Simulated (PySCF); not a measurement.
# A small calculation by hand: entropy of an ideal gas

W(O)2(OH) (HO₃W), SMILES [OH][W+](=[O])=[O], charge +1, multiplicity 1.

Geometry: PBE0-D3(BJ)/def2-SVP. The spin state was assumed, not searched. The isomer is the one that the SMILES or the coordinates give; other isomers of the formula were not compared. The def2 effective core potentials stand for the cores of W; spin–orbit coupling is left out. Other conformers were not sampled.

PySCF with PBE0-D3(BJ)/def2-SVP gives the harmonic wavenumbers 218, 268, 297, 401, 602, 853, 1053, 1104, 3801 cm⁻¹ and the rotational temperatures 0.3246, 0.2718, 0.1949 K. The molar mass is 232.84 g/mol, the symmetry number 1, the spin multiplicity 1.

**Question.** Work out the entropy at 298.15 K and 1 atm in the rigid-rotor, harmonic-oscillator model.

**Answer.** 
Translation (Sackur–Tetrode at 1 atm): S = R[1.5 ln M + 2.5 ln T − 1.16487] = 176.7 J/(mol K).
Rotation: q = (√π/σ) T^1.5/√(θA θB θC) = 69600, S = R[ln q + 3/2] = 105.2 J/(mol K).
Vibration: with u = 1.4388 ν/T, each mode gives R[u/(e^u − 1) − ln(1 − e^−u)]:
```tsv
ν (cm⁻¹)	modes	u	S (J/(mol K))
218	1	1.05	8.27
268	1	1.29	6.73
297	1	1.43	6.00
401	1	1.94	4.01
602	1	2.91	1.87
853	1	4.12	0.70
1053	1	5.08	0.32
1104	1	5.33	0.26
```
The stiffer modes add less than 0.005 each. Sum 28.2 J/(mol K).
Spin: R ln 1 = 0.0 J/(mol K).
Total 310.1 J/(mol K); the program's own thermochemistry gives 310.1. Translation makes up 57 % and vibration 9 %. Anharmonicity, hindered rotation and orbital degeneracy are left out.
